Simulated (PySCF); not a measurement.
# BaBr: frontier orbitals

PBE0 at R = 2.846 Å; Ba x2c-TZVPall, Br x2c-TZVPall; spin-free X2C with a Gaussian nucleus (PySCF 2.14). State: ²Σ⁺ (doublet), unpaired electrons σ ↑. Only the outer orbitals are listed, counted within each symmetry.

```tsv
spin	orbital	occ.	ε (eV)	on Ba (%)	main shells (%)
α	17σ	1	-21.09	49	50 Br s, 49 Ba p
α	9π	1	-20.23	100	100 Ba p
α	9π	1	-20.23	100	100 Ba p
α	18σ	1	-19.27	51	50 Ba p, 49 Br s
α	19σ	1	-7.67	12	88 Br p
α	10π	1	-7.31	5	94 Br p
α	10π	1	-7.31	5	94 Br p
α	20σ	1	-3.73	100	84 Ba s, 8 Ba d
α	11π	0	-1.34	99	54 Ba p, 45 Ba d
α	11π	0	-1.34	99	54 Ba p, 45 Ba d
α	4δ	0	-1.32	100	100 Ba d
β	17σ	1	-21.03	46	53 Br s, 46 Ba p
β	9π	1	-20.10	100	100 Ba p
β	9π	1	-20.10	100	100 Ba p
β	18σ	1	-19.21	54	53 Ba p, 46 Br s
β	19σ	1	-7.65	11	88 Br p
β	10π	1	-7.31	5	95 Br p
β	10π	1	-7.31	5	95 Br p
β	20σ	0	-1.89	100	88 Ba s
β	4δ	0	-0.81	100	100 Ba d
β	4δ	0	-0.81	100	100 Ba d
```

Which are the highest filled and the lowest empty level, where do they sit, and how wide is the gap?

Highest filled α 20σ at -3.73 eV (in %: 84 Ba s, 8 Ba d); lowest empty β 20σ at -1.89 eV (in %: 88 Ba s); the gap at PBE0 is 1.84 eV.

* bond order (Mayer): 0.80
* ⟨S²⟩: 0.750
* charge on Ba (Mulliken, basis-dependent): 0.58
* charge on Ba (Löwdin, basis-dependent): 0.23
* dipole moment (positive dipole means Ba(−)Br(+)): -5.13 D
* polarisability along the bond: 243.3 bohr³
* polarisability across the bond: 302.6 bohr³

Spin–orbit coupling is left out. The state was picked by a PBE0 search and need not be the measured ground state.
